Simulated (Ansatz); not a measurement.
A structure relaxed at PBE-D4/def2-SVP in Ansatz, charge 1, doublet:

```xyz
9

Be    2.2012    0.0746    0.4236
Be   -1.9409    0.2209    0.5458
Be   -0.9929   -0.7669   -2.0545
Be    1.6006   -0.5071   -1.4935
Be    0.3880    0.8356    2.2261
S    -2.6376   -0.3412   -1.1507
S     2.3014    0.8803    2.1753
S     0.6138   -1.2125   -2.9954
S    -1.5337    0.8163    2.3233
```

Problem. Give its formula.

Solution. the cluster Be5S4⁺.

Problem. Summarise the bond lengths by kind (pairs closer than 1.2 times the sum of covalent radii, bridged metal pairs left out).

Solution. 8 × Be–S 1.91 to 1.93 Å; 1 × Be–Be 2.09 Å.

Another isomer (doublet) lies 2.12 eV lower at PBE0-D4/def2-TZVP; other spin states weren't run for this one.
